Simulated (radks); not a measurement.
Values are calculated unless marked as measured or tabulated.
Neutral titanium, 22 electrons, occupied as [Ar] 3d2 4s2.

Level of theory: scalar-relativistic Kohn-Sham, PBE, spin-unpolarised, spherical densities, point nucleus (a radial shooting solver on a logarithmic mesh with Libxc functionals).

Energy parts (hartree):
total: -853.56446
kinetic: 860.75077
electron-nucleus: -2029.24425
Hartree: 356.84874
exchange-correlation: -41.91971

Orbitals (lengths in bohr, moments of r in powers of bohr; <r^-3> diverges for s and p1/2):
orbital  occ.  eigenvalue (hartree)     <r^2>      <r>  <r^-3>
1s          2             -178.9282  0.006513  0.06959       -
2s          2             -19.73206    0.1249   0.3249       -
2p          6             -16.32622    0.1037   0.2899   264.6
3s          2              -2.30174     1.170    1.007       -
3p          6              -1.42811     1.391    1.086   30.34
4s          2              -0.16416     14.25    3.514       -
3d          2              -0.15651     3.573    1.617   1.923

The highest occupied level is 3d at -4.259 eV. Summed over all electrons, <r^2> = 47.21 bohr^2, which gives a Langevin (diamagnetic) susceptibility term of -37.4 x 10^-6 cm^3/mol. The density falls to 0.001 e/bohr^3 at r = 4.84 bohr.
